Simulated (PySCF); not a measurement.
An EPR job on `[CH2+][CH]C(=O)C(C)C` [radical].

Computed with UKS B3LYP, pcH-1 on C H O, non-relativistic, mean-field spin-orbit, GIAO (PySCF 2.14.0). Geometry: GFN2-xTB. The command runs a driver script over a list of jobs; the input below is this job's line of settings and its coordinates in Å.

Command:
```bash
OMP_NUM_THREADS=1 python probes_run.py task.json out
```

Input:
```
{"job": {"kind": "epr", "basis": "pcH-1"}, "charge": 1, "multiplicity": 2}
C      2.443228     0.353546    -0.048612
C      1.789739    -0.759161     0.230694
C      0.407276    -0.874386     0.742278
O      0.019554    -1.624473     1.561571
C     -0.578073     0.159480     0.038160
C     -1.742422    -0.653490    -0.473330
C     -0.911682     1.138732     1.143891
H      3.494478     0.315770    -0.298214
H      2.018690     1.345346    -0.007648
H      2.263321    -1.736119     0.185651
H     -0.045092     0.641132    -0.782858
H     -2.405279     0.021695    -1.021223
H     -1.433166    -1.420644    -1.182149
H     -2.302191    -1.115833     0.336246
H     -0.027341     1.597882     1.584604
H     -1.496095     1.949605     0.700662
H     -1.501944     0.672948     1.929831
```

Task: What does the run print?

Result: 
```
UKS, coarse grid
  cycle   1  E = -309.40424627  |g| = 5.85e-01
  cycle   2  E = -308.65406166  |g| = 1.49e+00
  cycle   3  E = -309.52500540  |g| = 2.08e-01
  cycle   4  E = -309.54133890  |g| = 1.26e-01
  cycle   5  E = -309.54792701  |g| = 4.41e-02
  cycle   6  E = -309.54876285  |g| = 2.22e-02
  cycle   7  E = -309.54904014  |g| = 1.12e-02
  cycle   8  E = -309.54914661  |g| = 4.01e-03
  cycle   9  E = -309.54916881  |g| = 1.41e-03
  cycle  10  E = -309.54917380  |g| = 6.85e-04
UKS, final grid
  cycle   1  E = -309.54922217  |g| = 9.47e-04
  cycle   2  E = -309.54922142  |g| = 1.80e-03
  cycle   3  E = -309.54922277  |g| = 4.59e-04
  cycle   4  E = -309.54922289  |g| = 1.75e-04
  cycle   5  E = -309.54922298  |g| = 1.04e-04
  cycle   6  E = -309.54922300  |g| = 3.83e-05
  cycle   7  E = -309.54922300  |g| = 1.39e-05
E = -309.54922300 Eh   <S^2> = 0.7555 (exact 0.7500)
g shifts (ppm)      1          2          3
  rmc          -251       -251       -251
  gc             23          7         35
  oz_so        -303        386       5194
  total        -532        142       4978
hyperfine (MHz)  atom isotope    a_iso     a_fc   dipolar eigenvalues
    0   13C      -9.16      -9.16     -5.69      0.14      5.55
    1   13C      75.98      75.98    -18.18    -13.15     31.33
    2   13C     -59.01     -59.01    -22.07     -5.22     27.29
    3   17O     -29.01     -29.01   -152.97     70.00     82.96
    4   13C      20.70      20.70    -26.98    -26.09     53.07
    5   13C      -7.44      -7.44     -3.94     -3.84      7.77
    6   13C      -4.07      -4.07     -4.91     -4.65      9.55
    7    1H      35.33      35.33     -2.74     -0.68      3.43
    8    1H      18.11      18.11     -3.46     -1.10      4.55
    9    1H      47.26      47.26     -7.38     -0.86      8.23
   10    1H      -6.47      -6.47    -11.97     -2.40     14.38
   11    1H      64.63      64.63     -4.08     -1.32      5.40
   12    1H      17.18      17.18     -3.86     -2.18      6.04
   13    1H      -1.73      -1.73     -5.06      0.24      4.82
   14    1H      16.65      16.65     -4.18     -2.35      6.53
   15    1H      76.42      76.42     -4.33     -1.50      5.83
   16    1H      -2.34      -2.34     -4.99      0.63      4.36
```

rmc, gc and oz_so are the mass-correction, gauge-correction and orbital-Zeeman/spin–orbit parts of the g shift along its three principal axes; a_iso is the isotropic hyperfine coupling and a_fc its Fermi-contact part. Atoms in this output count from 0.

Task: Get g_iso from the total shifts.

Result: Their mean is 1529 ppm; added to g_e = 2.002319 it gives 2.00385.

Task: How far is ⟨S²⟩ from the pure-spin value?

Result: S = 0.5 gives S(S+1) = 0.75; the run has 0.7555, 0.0055 more.

Main results: ⟨S²⟩ 0.756; g_iso 2.0038.

The structure is a single GFN2-xTB conformer in the gas phase; no vibrational or solvent corrections.

On an Arm Neoverse V2 with one thread (shared host), this took 73 s wall (with the writing of density and orbital grids) and 0.97 GiB of memory at its peak.
Labels such as C1 count atoms from 1, the log's own numbers from 0.
